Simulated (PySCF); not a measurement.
In(Cl)(vinyl)2 (C₄H₆ClIn), SMILES [In]([Cl])([CH]=C)[CH]=C.

Geometry optimised at PBE-D3(BJ)/def2-SVP. The def2 effective core potentials stand for the cores of In; spin–orbit coupling is left out. One conformer was computed; it need not be the lowest.

Method: TDA-LC-ωPBE/def2-SVPD (PySCF).

Vertical excitations. Isolated molecule, no solvent. State labels are in the subgroup Cs.

| state | symmetry | energy (eV) | λ (nm) | f | main pairs |
|---|---|---|---|---|---|
| S1 | A" | 5.20 | 238 | 0.000 | HOMO→LUMO 86 % |
| S2 | A" | 6.08 | 204 | 0.009 | HOMO−3→LUMO 40 %, HOMO→LUMO+2 27 %, HOMO−4→LUMO 19 % |
| S3 | A' | 6.63 | 187 | 0.219 | HOMO−1→LUMO 91 % |
| S4 | A" | 6.65 | 186 | 0.000 | HOMO−4→LUMO 49 %, HOMO−3→LUMO 31 % |
| S5 | A' | 6.76 | 183 | 0.328 | HOMO−2→LUMO 89 % |
| S6 | A" | 7.00 | 177 | 0.000 | HOMO→LUMO+2 37 %, HOMO−4→LUMO 17 %, HOMO−3→LUMO 17 %, HOMO−3→LUMO+6 7 % |
| S7 | A' | 7.02 | 177 | 0.338 | HOMO→LUMO+1 46 %, HOMO→LUMO+3 18 %, HOMO−4→LUMO+3 7 % |
| S8 | A' | 7.15 | 173 | 0.040 | HOMO−5→LUMO 83 % |
| S9 | A" | 7.15 | 173 | 0.006 | HOMO−1→LUMO+1 41 %, HOMO−1→LUMO+3 13 %, HOMO−2→LUMO+1 12 %, HOMO−2→LUMO+3 7 % |
| S10 | A" | 7.32 | 169 | 0.000 | HOMO−2→LUMO+1 49 %, HOMO−1→LUMO+1 18 %, HOMO−2→LUMO+4 12 % |
| T1 | A' | 3.91 | 317 | 0 | HOMO−1→LUMO 27 %, HOMO−2→LUMO 15 %, HOMO−5→LUMO+2 15 %, HOMO−1→LUMO+6 13 % |
| T2 | A' | 3.94 | 314 | 0 | HOMO−2→LUMO+2 23 %, HOMO−5→LUMO 16 %, HOMO−1→LUMO+2 16 %, HOMO−2→LUMO 16 % |
| T3 | A" | 4.75 | 261 | 0 | HOMO→LUMO 79 % |
| T4 | A" | 5.39 | 230 | 0 | HOMO−3→LUMO 32 %, HOMO→LUMO+2 31 %, HOMO−4→LUMO 17 % |
Triplets are in the Tamm–Dancoff approximation.
